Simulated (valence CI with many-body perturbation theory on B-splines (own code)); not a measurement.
# E1 transitions of Cs⁵⁺

Calculated by relativistic CI+MBPT: four valence electrons over a frozen Dirac-Fock core [Kr] 4d10, radial functions for each j: 11 s, 11 p, 10 d, 8 f, 5 g, 2 h, with the one-electron correlation potential Σ1 (screened to all orders), the two-electron term Σ2, the three-electron term Σ3, Breit, model QED; selected single and double excitations, second order for the rest, scaled by the run's own slope (own B-spline code, finite nucleus).

Set against measurement, 29 paired levels are off by 360 cm⁻¹ on average, the worst by 760. These come from a selection out of Sansonetti, J. Phys. Chem. Ref. Data 38, 761 (2009). Levels without a partner in it may be off by more, other configurations by several thousand cm⁻¹. Among the levels kept, up to 480 cm⁻¹ of a level comes from second order outside the variational space, and about a tenth of that is noise between levels of different J, which matters for small intervals.

Lines 301 to 350 of 553 in falling wavelength, among levels below 359520 cm⁻¹, chosen from the strongest by gf and those to the six lowest levels. Wavelengths and rates use the calculated energies, so an error of 400 cm⁻¹ moves a line at 60.88 nm by 0.24 % and its rate by three times that or more. Electric multipoles are in the length gauge, E1 and E2 with the static RPA response of the core. Weak lines are less certain than strong ones. Lines between different terms over intervals too small for the method are left out, as are lines whose strength nearly cancels. Where a level lies close to another of its J and parity, the split of strength between their lines is uncertain. The highest levels of a list are the least certain.

Names give the largest LS component (configuration and term), which can be under half, so a name can repeat, a term be missing and a line seem to break the LS rules; names also repeat where a configuration has a term twice. Letters in brackets count levels of one name in rising energy.

```
λ vac (nm)  λ from measured levels              Upper             Lower   A (s⁻¹)  log gf  Branch %
     60.88                   60.93      5s²5p5d ³F°_2       5s²5p² ³P_2  7.95e+08   -0.66      46.8
     60.85                           5s5p²5d ³P_2 [b]       5s5p³ ³S°_1  3.79e+08   -0.98       2.4
     60.74                           5s5p²5d ³D_2 [c]     5s²5p5d ³F°_2  1.59e+09   -0.36      12.3
     60.62                           5s5p²5d ³P_1 [a]       5s5p³ ³P°_0  1.62e+09   -0.57       9.7
     60.51                   60.70      5s²5p5d ³D°_1       5s²5p² ¹D_2  1.46e+09   -0.62       5.5
     60.46                          4f5s5p² ³F°_2 [d]      4f5s²5p ³F_2  4.25e+08   -0.93       4.3
     60.36                           5s5p²5d ³F_2 [a]       5s5p³ ³D°_1  8.64e+08   -0.63      55.5
     60.19                           5s5p²5d ³F_2 [b]       5s5p³ ³P°_2  4.19e+08   -0.94       3.7
     60.14                               5s5p²5d ³G_3       5s5p³ ³P°_2  2.84e+08   -0.97      12.7
     59.92                               5s5p²5d ¹P_1       5s5p³ ¹D°_2  4.37e+09   -0.15      30.4
     59.92                          4f5s5p² ³D°_1 [c]      4f5s²5p ³F_2  5.54e+09   -0.05      49.4
     59.79                               5s²5p5f ³D_3     5s²5p5d ³F°_3  4.86e+09    0.26      26.2
     59.73                          4f5s5p² ³D°_2 [c]      4f5s²5p ³F_2  8.58e+08   -0.64       7.6
     59.68                               5s²5p6p ³P_2       5s5p³ ³D°_3  4.79e+08   -0.89      14.6
     59.65                          4f5s5p² ³F°_3 [b]      4f5s²5p ³F_3  2.72e+08   -0.99       3.7
     59.61                               5s²5p5f ³G_3     5s²5p5d ³F°_2  6.47e+09    0.38      43.3
     59.44                               5s5p²5d ⁵P_3       5s5p³ ³D°_3  8.76e+08   -0.49       5.2
     59.43                           5s5p²5d ³S_1 [b]     5s²5p5d ³F°_2  3.09e+09   -0.31      18.6
     59.43                               5s²5p5f ³F_2     5s²5p5d ³F°_3  1.13e+09   -0.53       5.0
     59.42                           5s5p²5d ³P_1 [b]       5s5p³ ¹D°_2  1.13e+09   -0.74       8.1
     59.37                           5s5p²5d ³F_4 [c]     5s²5p5d ³F°_3  6.98e+09    0.52      61.0
     59.13                          4f5s5p² ³D°_2 [c]      4f5s²5p ³F_3  4.21e+09    0.04      37.2
     59.10                           5s5p²5d ³S_1 [a]       5s5p³ ³S°_1  8.95e+08   -0.85       5.4
     59.04                           5s5p²5d ³F_3 [a]       5s5p³ ³D°_2  6.19e+08   -0.64       8.7
     58.98                          4f5s5p² ³G°_4 [d]  4f5s²5p ³G_3 [a]  1.08e+09   -0.30      14.5
     58.97                               5s5p²5d ⁵F_1       5s5p³ ⁵S°_2  2.59e+07   -2.39       7.6
     58.91                   58.97      5s²5p5d ³F°_2       5s²5p² ³P_1  4.73e+08   -0.91      27.8
     58.90                   58.95      5s²5p5d ³F°_3       5s²5p² ³P_2  1.89e+09   -0.16      99.9
     58.84                               5s5p²5d ⁵P_2       5s5p³ ³D°_3  8.46e+08   -0.66       3.5
     58.77                           5s5p²5d ³D_2 [c]       5s5p³ ³S°_1  2.14e+09   -0.26      16.6
     58.61                          4f5s5p² ³F°_2 [e]      4f5s²5p ³F_2  1.59e+09   -0.39      18.0
     58.47                          4f5s5p² ¹G°_4 [b]      4f5s²5p ³F_3  4.28e+08   -0.70       4.6
     58.31                          4f5s5p² ³F°_4 [c]      4f5s²5p ³G_4  6.55e+08   -0.52       5.4
     58.30                               5s5p²5d ¹D_2     5s²5p5d ³F°_2  4.10e+08   -0.98       2.0
     58.26                           5s5p²5d ³P_2 [a]       5s5p³ ³D°_3  4.41e+09    0.05      27.5
     58.26                           5s5p²5d ³D_1 [a]       5s5p³ ³P°_2  1.27e+09   -0.71      14.1
     58.14                           5s5p²5d ³P_2 [b]       5s5p³ ¹D°_2  5.79e+08   -0.83       3.7
     58.13                               5s5p²5d ⁵F_2       5s5p³ ⁵S°_2  2.51e+08   -1.20      54.6
     58.10                           5s5p²5d ³P_0 [a]       5s5p³ ³P°_1  6.08e+09   -0.51      38.9
     58.05                           5s5p²5d ³D_1 [a]       5s5p³ ³P°_1  1.44e+09   -0.66      15.9
     58.03                          4f5s5p² ³F°_2 [e]      4f5s²5p ³F_3  9.87e+08   -0.60      11.2
     58.02                          4f5s5p² ¹F°_3 [c]      4f5s²5p ³F_2  3.09e+08   -0.96       4.9
     58.02                          4f5s5p² ³D°_2 [c]  4f5s²5p ³G_3 [a]  9.64e+08   -0.61       8.5
     57.90                          4f5s5p² ¹F°_3 [c]      4f5s²5p ³G_4  8.90e+08   -0.50      14.0
     57.88                               5s²5p5f ³D_3     5s²5p5d ³F°_2  2.88e+09    0.00      15.5
     57.85                          4f5s5p² ³F°_4 [c]      4f5s²5p ³F_3  3.67e+08   -0.78       3.0
     57.63                           5s5p²5d ³F_4 [a]       5s5p³ ³D°_3  4.01e+08   -0.75      88.6
     57.63                          4f5s5p² ³F°_3 [c]  4f5s²5p ³G_3 [a]  3.84e+08   -0.87       3.7
     57.53                               5s²5p5f ³F_2     5s²5p5d ³F°_2  6.00e+09    0.17      26.4
     57.52                           5s5p²5d ³D_1 [a]       5s5p³ ³P°_0  6.33e+08   -1.03       7.0
```
